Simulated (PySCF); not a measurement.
BH3Se2. Atoms are numbered in the order given.

```xyz
6

B      0.0000     0.0000    -0.8522
H      0.0000     0.0000    -2.0502
Se     0.0000     1.6718     0.1245
H      0.0000     2.5249    -1.0785
Se     0.0000    -1.6718     0.1245
H      0.0000    -2.5249    -1.0785
```

Geometry: B3LYP-D3(BJ)/def2-SVP. This is a generated structure with no PubChem entry under its InChIKey; it may be hypothetical. The values are those of a single conformer.

Computed with PBE/pcSseg-1 run with PySCF.

GIAO shieldings, no solvent; atoms alike by connectivity are averaged. δ = σ(ref) − σ: ¹¹B against BF3 (σ = 83.9 ppm); ¹H against TMS (σ = 31.49 ppm); ⁷⁷Se against Me2Se (σ = 1634.8 ppm), references at their B3LYP-D3(BJ)/def2-TZVP geometries, non-relativistic.

```
nucleus     atoms  count  δ (ppm)
-------  --------  -----  -------
¹¹B            B1      1     61.7
¹H             H2      1     8.42
¹H         H4, H6      2     3.64
⁷⁷Se     Se3, Se5      2     20.7
```
